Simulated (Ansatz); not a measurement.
C2H4N (SMILES [CH2]N=C) moved off its minimum; all values from Ansatz (a first-principles code), cores frozen in correlated methods. Open shells are unrestricted.
(charge 0, multiplicity 2)
```xyz
7

C      1.1145    -0.2923    -0.1864
N      0.0632     0.5238    -0.0636
C     -1.1207    -0.0335     0.2669
H      1.1437    -1.2758     0.0188
H      2.0138     0.2401    -0.5120
H     -1.9988     0.5546     0.2679
H     -1.1897    -1.0753     0.5496
```

Task: Give the forces (eV/Å), the total energy and the dipole at CCSD(T)/aug-cc-pVDZ.

Result: 
```csv
atom,Fx,Fy,Fz
C1,0.454,4.932,-0.852
N2,-0.845,-0.279,-0.194
C3,1.474,-0.169,-0.010
H4,-0.177,-4.275,0.858
H5,0.311,-0.343,0.028
H6,-1.125,0.963,0.045
H7,-0.092,-0.829,0.125
```
Energy -132.9380 hartree, dipole 1.69 D.

Doubts at one or more of the structures used: a spin-contaminated determinant (CCSD(T)/aug-cc-pVDZ).
